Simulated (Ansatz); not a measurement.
Consider the hydrogenolysis of a C–Se bond: `C=C(S)[SeH]` + H₂ → `C=CS` + H₂Se.

Calculated with Ansatz (gas phase, PBE0-D4/def2-TZVP geometries, no zero-point term in ΔE). CCSD(T)/CBS adds triple-zeta CCSD(T) − MP2 to the extrapolated MP2 energy (def2 sets, frozen cores). This one scheme is used for every species. Functionals use def2-TZVPP. For Se outer-core shells are correlated without core-valence functions, which leaves a few kJ/mol of doubt a bond. Scalar relativity is left out up to krypton. One conformer a species, not always the lowest.

CCSD(T)/CBS gives -55.4 kJ/mol.

Task: Another level gave -64.9 kJ/mol. Which?
A. CCSD/def2-TZVPP
B. LC-ωPBE/def2-TZVPP
C. ωB97M-V/def2-TZVPP
D. MP2/def2-TZVPP

Result: A. CCSD/def2-TZVPP -64.9, ωB97M-V -60.7, LC-ωPBE -69.1, MP2/def2-TZVPP -43.6 kJ/mol.

Largest T1 diagnostic among the species: 0.012.

From PBE to PBE0 (25 % exact exchange), in def2-TZVPP and without D4, ΔE moves by −6.5 kJ/mol. Leaving LDA and LC-ωPBE aside and taking each functional with its dispersion term where it has one, the values, not all of them listed here, spread over 22.4 kJ/mol, from CAM-B3LYP-D4 to revPBE-D4. LDA lies +6.1 kJ/mol from PBE without D4.

CCSD(T)/CBS has its own doubt, a few kJ/mol and more with outer-core shells, so smaller differences from it don't rank the levels.
